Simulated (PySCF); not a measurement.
# Trend along group 11: MBr molecules

PBE with triple-zeta basis sets in PySCF, for the lowest determinant that a PBE0 search found; no spin–orbit coupling. De refers to high-spin ground-configuration atoms. A positive dipole means M(−)Br(+).

```csv
M,basis,state (unpaired electrons),Re (Å),ωe (cm⁻¹),De (eV),μ (D)
Cu,x2c-TZVPPall,singlet (closed shell),2.178,310,3.40,-3.79
Ag,x2c-TZVPPall,singlet (closed shell),2.412,237,2.92,-4.60
Au,def2-TZVPP,singlet (closed shell),2.353,248,2.81,-2.87
```

The shortest bond is that of CuBr (2.178 Å), the longest that of AgBr (2.412 Å).

The rows differ in basis set, which adds steps of its own.

Relativity is treated differently too: Cu spin-free X2C; Ag spin-free X2C; Au scalar-relativistic core potentials.

Down a group bonds as a rule get longer and wavenumbers fall, partly through the reduced mass; the exceptions here are the shorter bond at Au and the higher wavenumber at Au. Relativity and the filled 4f shell contract the atoms of the sixth period.

These are scalar-relativistic numbers at best; spin–orbit coupling would shift them, the dissociation energy most.
